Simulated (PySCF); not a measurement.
Geometry:
| atom | x (Å) | y (Å) | z (Å) |
| --- | --- | --- | --- |
| C1 | 2.419 | -1.153 | 0.367 |
| C2 | 1.630 | -0.166 | -0.030 |
| Si3 | 0.247 | 0.583 | 1.000 |
| C4 | -1.238 | 0.855 | -0.205 |
| C5 | -1.772 | -0.377 | -0.895 |
| Cl6 | -0.713 | 2.035 | -1.446 |
| Cl7 | -2.560 | 1.616 | 0.733 |
| H8 | 3.210 | -1.548 | -0.252 |
| H9 | 2.308 | -1.613 | 1.335 |
| H10 | 1.797 | 0.259 | -1.014 |
| H11 | 0.592 | 1.902 | 1.524 |
| H12 | -0.230 | -0.324 | 2.045 |
| H13 | -2.119 | -1.088 | -0.147 |
| H14 | -2.600 | -0.134 | -1.560 |
| H15 | -0.976 | -0.839 | -1.477 |

[PySCF: σ from GIAO-PBE0/pcSseg-1; GFN2-xTB structure; non-relativistic; averaged over atoms made equivalent by symmetry, fast rotation or ring inversion; no solvent model; a single conformation]

References, each an isolated molecule treated in the same way: $^{13}$C and $^{1}$H and $^{29}$Si against TMS; HCl for $^{35}$Cl.

```json
{"atoms": "H10", "nucleus": "$^{1}$H", "count": "1", "Hirshfeld charge": "0.04", "δ (ppm)": "6.63"}
{"atoms": "C1", "nucleus": "$^{13}$C", "count": "1", "Hirshfeld charge": "-0.08", "δ (ppm)": "146.3"}
{"atoms": "C2", "nucleus": "$^{13}$C", "count": "1", "Hirshfeld charge": "-0.14", "δ (ppm)": "139.5"}
{"atoms": "H9", "nucleus": "$^{1}$H", "count": "1", "Hirshfeld charge": "0.05", "δ (ppm)": "6.31"}
{"atoms": "Cl6/Cl7", "nucleus": "$^{35}$Cl", "count": "2", "Hirshfeld charge": "-0.05", "δ (ppm)": "313"}
{"atoms": "Si3", "nucleus": "$^{29}$Si", "count": "1", "Hirshfeld charge": "0.31", "δ (ppm)": "?"}
{"atoms": "C4", "nucleus": "$^{13}$C", "count": "1", "Hirshfeld charge": "0.00", "δ (ppm)": "87.7"}
{"atoms": "H11/H12", "nucleus": "$^{1}$H", "count": "2", "Hirshfeld charge": "-0.07", "δ (ppm)": "?"}
{"atoms": "H13/H14/H15", "nucleus": "$^{1}$H", "count": "3", "Hirshfeld charge": "0.05", "δ (ppm)": "2.05"}
{"atoms": "H8", "nucleus": "$^{1}$H", "count": "1", "Hirshfeld charge": "0.05", "δ (ppm)": "?"}
{"atoms": "C5", "nucleus": "$^{13}$C", "count": "1", "Hirshfeld charge": "-0.14", "δ (ppm)": "37.0"}
```

Fill in the missing shifts.

Answers


- H8: 6.61 ppm, hydrogen on a terminal =CH2 carbon; attached to an sp2 carbon and in the plane of the double bond
- H11/H12: 4.62 ppm, hydrogen on a silicon bonded to 2 C
- Si3: -25.7 ppm, silicon bonded to 2 C, 2 H

Carbons that carry Cl, above all several Cl atoms, come out too deshielded, partly because spin–orbit coupling is missing. Shifts are as computed. Against solution values, carbons near 30 ppm lie about +3 ppm off and those near 130 ppm about +5 ppm; carbons on Cl a further +6 ppm. Of 1211 compounds with measured shifts, 218 miss one by over three times the rms of a fit or turn the order of signals round; such compounds aren't used in these exercises.
